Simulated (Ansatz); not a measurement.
**One elementary step**

Start structure (Si2H6OF4, closed shell), relaxed at PBE0-D4/def2-TZVP:

```
13
angstrom
Si -1.1675 0.6462 0.7050
O 0.0242 0.1879 -0.3248
Si 0.0429 -0.1721 -1.9628
F -2.1777 1.5233 -0.1431
F -0.5095 1.5798 1.7854
H -1.8947 -0.4703 1.2975
H 1.2867 -0.9764 2.0998
F 0.4595 -1.2380 2.4532
H 1.5043 -0.0050 0.3888
F 2.2586 -0.2453 0.9120
H 0.0640 1.0898 -2.7346
H 1.2757 -0.9562 -2.1894
H -1.1662 -0.9639 -2.2871
```

The step: Si₂H₄OF₂ ([F][SiH]([F])[O][SiH3]) + HF + HF → SiHF₃ ([F][SiH]([F])[F]) + SiH₄O ([OH][SiH3]) + HF (still joined by a long Si–O bond); bonds formed: Si1–F8, O2–H9, H7–F10; bonds broken: H7–F8, H9–F10; bonds weakened to dative contacts: Si1–O2. Program: Ansatz 0.2.0. Basis: def2-TZVPP and def2-QZVPP. Cores are frozen in the correlated methods. Extrapolation: Hartree–Fock as exp(−7.88 √X), correlation as X^−2.97. Energies below are by CCSD(T) at an estimated basis limit (MP2 extrapolated from triple and quadruple zeta, plus CCSD(T) − MP2 in triple zeta).

Task: What are the electronic barrier and the energy of the step, from the start structure to the end structure? (An estimate is asked for; the value comes from the calculation.)

Result: By the calculation: Barrier 56.7 kJ/mol; step energy 19.6 kJ/mol (uphill); reverse barrier, their difference, 37.1 kJ/mol. Barrier and step energy count from the start structure, the reverse barrier from the end structure.

The saddle point: One imaginary mode of 681i cm⁻¹.
| pair | start (Å) | saddle (Å) | end (Å) |
| --- | --- | --- | --- |
| Si1–F8 | 3.04 | 1.93 | 1.70 |
| O2–H9 | 1.65 | 1.17 | 0.99 |
| H7–F10 | 1.70 | 1.17 | 0.96 |
| Si1–O2 | 1.64 | 1.73 | 1.82 |
| H7–F8 | 0.94 | 1.11 | 1.55 |
| H9–F10 | 0.95 | 1.16 | 1.61 |

Zero-point energy (harmonic, PBE0-D4): ZPE is 184.7 kJ/mol at the start and 178.5 kJ/mol at the saddle, so the barrier goes from 56.7 to 50.5 kJ/mol.

T1 diagnostic: at most 0.012.

Steps of this kind, hydrogen fluoride cutting a network bond, underlie vapour etching and the fluorination step of atomic layer etching. Here a small cluster stands in for the surface site.

Labels in which every atom is bracketed show which atoms are joined, not bond orders.

For scale, one of the runs: CCSD(T)/def2-TZVPP, 323 basis functions, launched by `ansatz run in.yaml --threads 4 --pin off --events-out ev --progress --plain --max-ram 46080MiB --backend cuda --devices 0, --max-vram 37GiB`. Hardware: 4 CPU threads of an AMD EPYC 7R13 and a share of one NVIDIA H100, shared host. Wall time 11 s; peak host memory 0.88 GiB.
